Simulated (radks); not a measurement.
Neutral silver, [Kr] 4d10 5s1. Calculated with a radial shooting solver on a logarithmic mesh with Libxc functionals: non-relativistic Kohn-Sham, r2SCAN, spin-polarised, spherical densities, point nucleus; meta-GGA in the generalised Kohn-Sham scheme. Every spin shell is full or empty, so the densities are truly spherical. Functionals are evaluated on that one density, not self-consistently. Rank these exchange functionals by their error against the exact value of the orbitals, and give that value: LDA, B88, PBE, PBEsol, RPBE, SOGGA, B86b, G96, EV93, APBE, TPSS, revTPSS, Tao-Mo, TASK.

Answer. Exact: -143.939 hartree. From best to worst, with 100 (|E| - |E exact|)/|E exact| (equal figures are ties): B86b +0.03, B88 +0.05, RPBE -0.20, EV93 -0.22, TPSS -0.23, APBE +0.35, G96 +0.36, PBE -0.40, Tao-Mo -0.76, revTPSS -0.88, TASK -2.26, PBEsol -2.29, SOGGA -2.30, LDA -4.95.
